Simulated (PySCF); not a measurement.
Vibration and rotation of AlAs

UHF-CCSD(T) constants of AlAs, ³Σ⁻ (triplet), unpaired electrons π ↑↑ (basis Al def2-SVP, As def2-SVP; no relativity; PySCF 2.14; masses 26.9815 and 74.9216 u):

| Item | Value |
| --- | --- |
| ωe | 300.9 cm⁻¹ |
| ωexe | 1.21 cm⁻¹ |
| Be | 0.13221 cm⁻¹ |
| αe | 0.000739 cm⁻¹ |
| De to Al + As | 1.68 eV |

Problem. What force constant and bond length do these constants imply?

Solution. Reduced mass μred = 19.837 u; k = 5.8918×10⁻⁷·μred·ωe² (u, cm⁻¹, mdyn/Å) = 1.06 mdyn/Å; Re = √(16.8576/(μred·Be)) (u, cm⁻¹, Å) = 2.535 Å.

Problem. Estimate the centrifugal constant D from the Kratzer relation and find the Dunham coefficient a1.

Solution. D = 4Be³/ωe² = 1.02e-07 cm⁻¹; a1 = −1 − αeωe/(6Be²) = -3.12.

Correlated steps freeze 14 core orbitals. Correlated levels converge slowly with the basis: in double zeta they bind strong bonds too weakly, by up to about 1 eV, and carry superposition errors of some tenths. Spin–orbit coupling is left out. The state was picked by a PBE0 search and need not be the measured ground state.
